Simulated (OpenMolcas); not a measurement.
Predicting a hybrid from its neighbours: GeSiH6O

GeSiH6O has 9 atoms, charge 0, and is taken as a singlet. SMILES: `[SiH3][O][GeH3]`. The coordinates come from a PBE0-D4/def2-TZVP relaxation.

The dipole moment y, in D, basis def2-SVP; a is the functional's share of exact exchange. Programs: OpenMolcas 26.06.

| functional | program | a | y (D) |
| --- | --- | --- | --- |
| PBE | OpenMolcas | 0 | 1.23 |
| BLYP | OpenMolcas | 0 | 1.23 |
| B3LYP | OpenMolcas | 0.2 | 1.29 |
| PBE0 | OpenMolcas | 0.25 | ? |
| BHLYP | OpenMolcas | 0.5 | 1.36 |

Task: Fit y = c + s·a to the known rows and predict PBE0.

Result: 
1. Means of the 4 rows: a = 0.1750, y = 1.278.
2. Σ(Δa)² = 0.1675, Σ(Δa·Δy) = 0.04375, so the slope is 0.04375/0.1675 = 0.26119.
3. Intercept: 1.278 − (0.26119) × 0.1750 = 1.232. The largest residual of the fit is 0.006.
4. PBE0: 1.232 + (0.26119) × 0.25 = 1.30 D.

The run gave 1.30 D, so the prediction is off by 0.00 D: they agree to the digits shown. More exact exchange makes the molecule more polar here.
